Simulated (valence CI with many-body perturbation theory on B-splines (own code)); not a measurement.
# Pt⁷³⁺: magnetic and hyperfine properties of the levels

Computed by configuration interaction combined with many-body perturbation theory (CI+MBPT): three valence electrons over a frozen Dirac-Fock core [He], radial functions for each j: 11 s, 11 p, 10 d, 8 f, 5 g, 2 h, with the one-electron correlation potential Σ1 (screened to all orders), the two-electron term Σ2, the three-electron term Σ3, Breit, model QED; selected single and double excitations, second order for the rest, scaled by the run's own slope (own B-spline code, finite nucleus).

No measured spectrum was set against this ion. As an estimate, large intervals hold to a few tenths of a per cent, small ones and those within an open d or f shell to about a per cent.

A/g_I is the dipole constant over the nuclear g factor μ/I (μ in nuclear magnetons, uniformly magnetised nucleus), B/Q the quadrupole constant per barn. Both hold the static response of the core; the bare values leave it out. Large factors of s and p1/2 electrons are usually good to 5 to 10 %; those of open d and f shells near neutrality can be off by tens of per cent, and small factors of p3/2, d and f electrons come from cancelling terms and can be off by a factor of two or in sign, in half-filled shells by more. B is blank for J = 1/2, where it vanishes, and for nearly pure S terms. Energies count from the lowest level.

Levels are named by their leading jj configuration (3d3/2^4 stands for four electrons in 3d with j = 3/2), which in mixed levels can hold well under half, so a name can repeat and another be missing. Letters in brackets count levels of one name in rising energy.

```
                     Level  E (eV)      g  A/g_I (MHz)  A/g_I bare  B/Q (MHz/b)  B/Q bare
        (2s^2 2p1/2) J=1/2       0  0.609      9890000     9850000                       
        (2s 2p1/2^2) J=1/2     298  2.008     2.96e+07    2.93e+07                       
        (2s^2 2p3/2) J=3/2    1864  1.293      1020000     1040000      2030000   2040000
(2s 2p1/2 2p3/2) J=3/2 [a]    2074  1.611      6980000     6940000      1600000   1600000
    (2s 2p1/2 2p3/2) J=5/2    2116  1.298      8540000     8480000      1800000   1810000
    (2s 2p1/2 2p3/2) J=1/2    2195  1.272    -1.15e+07   -1.13e+07                       
(2s 2p1/2 2p3/2) J=3/2 [b]    2197  0.970        21200       71500       999000   1000000
     (2p1/2^2 2p3/2) J=3/2    2505  1.304       952000      996000      1970000   1970000
        (2s 2p3/2^2) J=5/2    3956  1.413      6790000     6760000       221000    221000
        (2s 2p3/2^2) J=1/2    4074  1.916     2.99e+07    2.96e+07                       
        (2s 2p3/2^2) J=3/2    4074  1.163     -4780000    -4680000      -174000   -174000
     (2p1/2 2p3/2^2) J=3/2    4315  1.429      -823000     -760000        87500     87600
     (2p1/2 2p3/2^2) J=5/2    4337  1.156      2760000     2780000        -5480     -5490
     (2p1/2 2p3/2^2) J=1/2    4400  0.609      9930000     9870000                       
           (2p3/2^3) J=3/2    6225  1.283       983000     1020000     -2060000  -2070000
           (2s^2 3s) J=1/2   12036  1.978      8850000     8780000                       
        (2s^2 3p1/2) J=1/2   12134  0.654      3000000     2990000                       
   (2s 2p1/2 3s) J=1/2 [a]   12235  2.346     1.70e+07    1.69e+07                       
       (2s 2p1/2 3s) J=3/2   12265  1.521     1.62e+07    1.61e+07      -133000   -133000
   (2s 2p1/2 3s) J=1/2 [b]   12299  0.684     1.53e+07    1.52e+07                       
(2s 2p1/2 3p1/2) J=1/2 [a]   12318  0.257     -1660000    -1600000                       
    (2s 2p1/2 3p1/2) J=3/2   12348  1.077     1.43e+07    1.42e+07      -129000   -129000
(2s 2p1/2 3p1/2) J=1/2 [b]   12398  1.898     3.02e+07    2.99e+07                       
        (2p1/2^2 3s) J=1/2   12591  1.977      8450000     8370000                       
     (2p1/2^2 3p1/2) J=1/2   12667  0.641      2980000     2960000                       
        (2s^2 3p3/2) J=3/2   12684  1.317       326000      333000       629000    629000
        (2s^2 3d3/2) J=3/2   12746  0.783       199000      199000       120000    121000
(2s 2p1/2 3p3/2) J=3/2 [a]   12882  1.384      1330000     1330000       620000    620000
        (2s^2 3d5/2) J=5/2   12888  1.199      1150000     1140000       203000    204000
    (2s 2p1/2 3p3/2) J=5/2   12919  1.291      7090000     7030000       435000    436000
(2s 2p1/2 3p3/2) J=3/2 [b]   12920  1.239      4520000     4490000       230000    231000
    (2s 2p1/2 3p3/2) J=1/2   12924  1.333    -1.26e+07   -1.25e+07                       
(2s 2p1/2 3d3/2) J=3/2 [a]   12931  0.572     -2490000    -2450000       122000    123000
    (2s 2p1/2 3d3/2) J=5/2   12964  0.994      8040000     7970000        -1160      -527
(2s 2p1/2 3d3/2) J=3/2 [b]   12983  1.143      8020000     7930000       118000    118000
    (2s 2p1/2 3d3/2) J=1/2   12987  0.439    -1.29e+07   -1.28e+07                       
(2s 2p1/2 3d5/2) J=5/2 [a]   13087  1.296      1840000     1810000       135000    136000
    (2s 2p1/2 3d5/2) J=7/2   13118  1.215      5760000     5710000        -4120     -3310
(2s 2p1/2 3d5/2) J=5/2 [b]   13131  1.075       650000      651000       218000    219000
    (2s 2p1/2 3d5/2) J=3/2   13131  1.124     -7570000    -7500000        72500     73000
```

Problem. Take the isotope of mass number 195, with I = 1/2, μ = 0.6073 μN. What is the hyperfine structure of (2s 2p1/2 2p3/2) J=3/2 [a]?

Solution. From the table A = 8480000 MHz. Shifts from the centre of gravity in MHz: F = 1: -1.06e+07, F = 2: 6360000.
